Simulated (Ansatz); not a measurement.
One change: `[OH][GeH]([OH])[F]` becomes `[OH][GeH]([F])[SiH3]`.

Ansatz, PBE0-D4/def2-TZVP geometries, multiplicity 1. Each molecule was computed in one conformer, which needn't be the lowest.

Scalar relativity is left out up to krypton.

| property | `[OH][GeH]([OH])[F]` |
| --- | --- |
| HOMO energy (PBE/def2-TZVPP) / eV | -7.66 |
| HOMO–LUMO gap (PBE/def2-TZVPP) / eV | 6.75 |
| HOMO–LUMO gap (PBE0/def2-TZVPP) / eV | 9.50 |
| HOMO–LUMO gap (B3LYP/def2-TZVPP) / eV | 8.82 |
| LUMO energy (B3LYP/def2-TZVPP) / eV | -0.32 |
| LUMO energy (PBE/def2-TZVPP) / eV | -0.91 |

Task: Give the same properties after the change, and the shifts. (An estimate is asked.)

Result: The calculation gave: 
```csv
property,`[OH][GeH]([F])[SiH3]`,shift
HOMO energy (PBE/def2-TZVPP) / eV,-7.24,0.42
HOMO–LUMO gap (PBE/def2-TZVPP) / eV,6.12,-0.63
HOMO–LUMO gap (PBE0/def2-TZVPP) / eV,8.26,-1.24
HOMO–LUMO gap (B3LYP/def2-TZVPP) / eV,7.84,-0.98
LUMO energy (B3LYP/def2-TZVPP) / eV,-0.51,-0.19
LUMO energy (PBE/def2-TZVPP) / eV,-1.12,-0.21
```

With PBE0 the HOMO rises by 0.85 eV and the LUMO falls by 0.38 eV, so the gap narrows by about 1.23 eV. PBE moves the HOMO by 0.42 eV and ωB97M-V by 1.19 eV. The zero-point energy changes by 28.8 kJ/mol with +6 modes.

B3LYP here is the variant with VWN-RPA as its local correlation; programs differ in this.
